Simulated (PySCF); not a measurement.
# Heteronuclear NMR

Mapped SMILES: `[CH3:1][NH:2][Si@@H:3]1[CH:4]=[CH:5][C:6]1=[O:7]`. Each H is labelled by its parent atom.

PySCF 2.14.0 with density-fitted response routines calculation with geometry: GFN2-xTB and shielding tensors at PBE0/pcSseg-1 (GIAO); no solvent, one computed conformer, equivalent nuclei averaged, no relativistic terms.

(1) Where does 29Si resonate?

(2) Where does 15N resonate?

(3) What are the 17O shifts?

Results:

(1) 
| atoms | environment | σ (ppm) | δ (ppm) |
| --- | --- | --- | --- |
| Si3 | silicon bonded to 2 C, N, H, in a 4-membered ring | 349.5 | -7.3 |

Shieldings were converted by a linear fit to measured shifts: 29Si: δ = 279.94 − 0.822σ (rms 8.9 ppm, 72 shifts, 25.8 ppm with the 6 outliers that the fit left out vs TMS, solution or neat liquid). Occasional misses reach two or three times the rms, and more in compound classes unlike the fitted ones.

On a 400 MHz spectrometer 29Si resonates near 79.5 MHz, so 1 ppm is 79.5 Hz.

(2) 
```tsv
atoms	environment	σ (ppm)	δ (ppm)
N2	nitrogen bonded to C, Si, H	233.0	-362.7
```

Shieldings were converted by a linear fit to measured shifts: 15N: δ = -148.07 − 0.921σ (rms 6.3 ppm, 71 shifts vs CH3NO2, solution or neat liquid). A few per cent of atoms miss by over 2 rms, more outside the fitted compound classes.

On a 400 MHz spectrometer 15N resonates near 40.5 MHz, so 1 ppm is 40.5 Hz.

(3) 
| atoms | environment | σ (ppm) | δ (ppm) |
| --- | --- | --- | --- |
| O7 | carbonyl oxygen | -437.7 | 665.4 |

Shieldings were converted by a linear fit to measured shifts: 17O (scatter 10.7 ppm rms, 12.2 ppm with the 3 outliers that the fit left out vs liquid water, solution or neat liquid). A few per cent of atoms miss by over 2 rms, more outside the fitted compound classes.

On a 400 MHz spectrometer 17O resonates near 54.2 MHz, so 1 ppm is 54.2 Hz.
